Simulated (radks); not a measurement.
Problem. Valence configurations of neutral calcium (all share [Ar]). Method: Dirac Kohn-Sham, PBE, spin-unpolarised, spherical densities, finite nucleus; open shells are shared between the two j in proportion to 2j + 1; Fermi nuclear charge, rms radius 3.4776 fm; computed with a radial shooting solver on a logarithmic mesh with Libxc functionals. Order these by energy: 3d2; 4s1.5 4p0.5; 3d0.5 4s1.5; 3d0.5 4p1.5; 4s1 4p1; 4s2; 3d1 4s1; 4p2; 4s0.5 4p1.5.

Solution. From the lowest, in eV above it: 4s2 0.000; 3d0.5 4s1.5 1.053; 4s1.5 4p0.5 1.196; 3d1 4s1 2.282; 4s1 4p1 2.422; 4s0.5 4p1.5 3.673; 3d0.5 4p1.5 4.440; 3d2 4.910; 4p2 4.951. NIST lists [Ar] 4s2 as the ground configuration; this level of theory agrees among the configurations tried. The energies are those of spherical spin-averaged densities, not of single terms.
